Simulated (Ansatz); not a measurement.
Reaction (formal loss of a carbene): `CN1C[SiH]1F` → `[CH2]` (triplet) + `F[SiH]1CN1`

Gas-phase electronic energies from Ansatz, PBE0-D4/def2-TZVP geometries. CCSD(T)/CBS adds triple-zeta CCSD(T) − MP2 to the extrapolated MP2 energy (def2 sets, frozen cores). This one scheme is used for every species. DFT in def2-TZVPP. Triplets are unrestricted, without spin–orbit coupling.

Task: Is it downhill or uphill in electronic energy at CCSD(T)/CBS, and by how much? (Estimate.)

Result: The calculation gave: Uphill: ΔE = +411.9 kJ/mol.

Task: What do these levels give: revPBE-D4, PBE0-D4, r2SCAN0-D4, ωB97X-V, ωB97M-V, B2PLYP, PBE-QIDH, BLYP, RPA@PBE/def2-TZVPP, SCS-MP2/def2-TZVPP, MP2/def2-QZVPP, MP2/CBS(def2)? (Best estimate.)

Result: Computed: revPBE-D4 411.1, PBE0-D4 413.7, r2SCAN0-D4 387.6, ωB97X-V 425.3, ωB97M-V 415.1, B2PLYP 405.9, PBE-QIDH 410.7, BLYP 397.4, RPA@PBE/def2-TZVPP 396.8, SCS-MP2/def2-TZVPP 417.2, MP2/def2-QZVPP 421.0, MP2/CBS(def2) 425.1 kJ/mol.

Task: What do rigid-rotor, harmonic-oscillator terms from PBE0-D4/def2-TZVP frequencies (298.15 K, 1 bar) make of the CCSD(T)/CBS value? (Best estimate.)

Result: Computed: ΔZPE = -28.3 kJ/mol, ΔH = +389.2 kJ/mol, ΔS = 153 J/(mol·K), ΔG = +343.7 kJ/mol. Open shells count their whole term as degenerate.

Largest T1 diagnostic among the species: 0.012.

Leaving LDA and LC-ωPBE aside and taking each functional with its dispersion term where it has one, the values spread over 37.7 kJ/mol, from r2SCAN0-D4 to ωB97X-V. LDA lies +74.4 kJ/mol from PBE without D4. The D4 term adds +10.5 kJ/mol with B3LYP and +5.8 kJ/mol with PBE0; it sums over pairs of atoms, weighted by their polarisabilities, and B3LYP, whose exchange is more repulsive, gets the larger term.

B3LYP here is the variant with VWN-RPA as its local correlation; programs differ in this.
